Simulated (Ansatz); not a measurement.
The cluster Si₃N₅⁻, relaxed as a singlet with RKS PBE0-D4/def2-SVPD in Ansatz, starting from the GFN2-xTB geometry. Force threshold 0.02 eV/Å.

The structure comes from a short search, and lower isomers may exist.

Start:

```xyz
8

Si   -0.454   -1.168   -0.435
Si   -0.743    1.092    0.124
Si    1.329   -0.205    1.512
N     0.138    1.020   -1.436
N    -1.792   -0.255    0.105
N     0.434    1.265    1.282
N     0.293   -0.181   -1.732
N     0.797   -1.569    0.580
```

```tsv
step	energy (eV)	largest force component (eV/Å)	SCF passes
1	-31050.7720	2.021	24
2	-31051.0576	1.380	26
3	-31051.4051	1.325	32
4	-31051.4952	4.605	30
5	-31051.9841	1.312	31
6	-31052.2564	1.116	31
7	-31052.5445	0.839	30
8	-31052.7635	1.564	29
9	-31052.8151	6.628	29
10	-31053.3964	3.886	28
11	-31053.7370	1.482	22
14	-31053.7922	0.052	22
17	-31053.7952	0.006	21
20 (rejected)	-31053.7924	0.305	23
23	-31053.7958	0.118	22
26 (rejected)	-31053.7963	0.257	21
29	-31053.7966	0.026	21
32	-31053.7971	0.053	20
35 (rejected)	-31053.7966	0.568	21
38 (rejected)	-31053.7984	0.336	21
41	-31053.7992	0.199	21
44	-31053.8000	0.064	21
46	-31053.8001	0.016	21
```

Force components are those of the run's own axes.

End:

```xyz
8

Si   -0.845   -1.946    0.136
Si   -1.115    1.487    1.019
Si    0.500   -0.238    1.062
N     0.105    0.756   -2.655
N    -1.225   -0.226    0.490
N     0.593    1.350    1.541
N     1.144    0.643   -2.317
N     0.842   -1.827    0.724
```

Bonds lost: Si1–Si2, Si1–N7, Si2–N4 (atoms count from 1). Bonds formed: Si3–N5 (atoms count from 1). The end holds 2 separate pieces.

The force fell under the threshold at step 17, but the optimiser went on and released 0.005 eV more. No frequencies were taken in this run, so the end may be a saddle point.

It took 2.5 min on 4 threads of Arm Neoverse V1 on a shared host, peak host memory 0.55 GiB.
